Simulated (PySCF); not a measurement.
Species: CH₅O₂Sn, net charge 0, doublet state. It need not be the lowest isomer of its formula. SMILES: [CH3][Sn]([OH])[OH]
Structure (B3LYP-D3(BJ)/def2-TZVP (Ansatz) minimum search):
```
Sn
O 1 1.9889
H 2 0.9645 1 112.40
O 1 2.0057 2 98.63 3 -28.94
H 4 0.9629 1 115.33 2 160.42
C 1 2.2113 2 101.54 3 -140.37
H 6 1.0863 1 110.23 2 -168.69
H 6 1.0872 7 111.48 1 -119.08
H 6 1.0888 7 111.57 8 -125.24
```
Charge 0, spin multiplicity 2.

Dispersion corrections to the total energy (kcal/mol) from the dftd3 and dftd4 libraries through PySCF: D3(BJ) without and D4 with the three-body term, each with the damping fitted for the functional named.

```
functional      D3(BJ)          D4
----------  ----------  ----------
LC-wPBE          -3.66       -4.22
PW6B95           -2.16       -3.28
revPBE           -8.72  (withheld)
PBE0             -3.23       -3.17
HSE06            -2.62       -2.98
TPSSh            -4.31  (withheld)
HF          (withheld)      -12.75
```

Q: Fill in the missing entries.

A: 
- revPBE, D4: -10.51
- TPSSh, D4: -4.54
- HF, D3(BJ): -30.14
